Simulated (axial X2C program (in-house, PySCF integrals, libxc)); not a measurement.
What spin–orbit coupling does to TaF⁺

All values were computed with an in-house all-electron X2C program for linear molecules (integrals from PySCF). Spin-free means the one-electron spin-free X2C Hamiltonian; two-component (2c) means X2C with spin–orbit coupling and atomic mean-field two-electron Coulomb and Gaunt terms, so the difference of the two also holds small scalar two-electron terms. Basis: Ta dyall-cv3z [13s14p9d7f4g], F dyall-av3z [7s6p3d2f] (cores contracted in-house); Gaussian nuclei, density fitting, unrestricted open shells. Masses: Ta 180.948 u, F 18.998 u.

Spin-free state: M_S = 3/2, Λ = 0 (beyond evenly filled blocks: σα, δ+α, δ-α); fragments Ta+ + F.

```tsv
level	Re (Å)	ωe (cm⁻¹)	De (eV)	μ (D)
PBE0	1.765	815.6	6.134	-3.35
HF	1.783	800.1	3.719	-4.47
MP2	1.786	791.4	6.267	n/a
CCSD	1.786	792.6	5.799	n/a
CCSD(T)	1.789	787.2	6.012	n/a
PBE50	1.758	828.8	5.634	-3.74
```

Correlated methods: 11 electrons correlated (number of frozen shells: Ta 5 s, 4 p, 2 d, 1 f; F 1 s), 315 virtual spin orbitals or spinors in MP2, 90 natural virtuals in coupled cluster.

Dipoles are positive if F is the positive end and refer to the centre of mass.

Two-component determinant lowest at the distance of the search:

Ω = 3/2 (⟨Sz⟩ = 1.48, ⟨Lz⟩ = 0.02 at HF); fragments Ta+ + F.

| level | Re (Å) | ωe (cm⁻¹) | μ (D) |
| --- | --- | --- | --- |
| PBE0 | 1.765 | 813.5 | -3.35 |
| HF | 1.783 | 796.7 | -4.47 |
| MP2 | 1.786 | 787.8 | n/a |
| CCSD | 1.787 | 788.8 | n/a |
| CCSD(T) | 1.790 | 783.6 | n/a |
| PBE50 | 1.758 | 826.0 | -3.74 |

(1) From the two tables, how do the constants change at the CCSD(T) level (2c against spin-free)?

Occupations by symmetry block were frozen at the best pattern of an incomplete PBE0 search. Dissociation energies refer to the lowest single-determinant-based atoms at the same level and basis. De is not given where an atomic determinant may have missed its ground term or J level, or where the truncated virtual space spoils (T). Density functionals use the spin component along the axis (collinear). CCSD and (T) use frozen natural virtuals with an MP2 correction for the truncation; (T) itself is uncorrected, so its De runs slightly low. Without a current term, density functionals place determinants with orbital angular momentum somewhat too high. With several unpaired electrons one determinant need not be a pure state. The outer-core s and p shells of the metal are frozen in the correlated rows, which leaves out core–valence correlation; for alkali and alkaline-earth bonds that tends to lengthen them. This is the top spin component of a Σ state; components of lower Ω are not single determinants and can lie lower. With the outer-core shells frozen, correlated bond lengths of heavy atoms tend to come out a few hundredths of an ångström too long.

## Answers

(1) At the CCSD(T) level Re is unchanged within 0.001 Å and ωe decreases by 3.6 cm⁻¹.
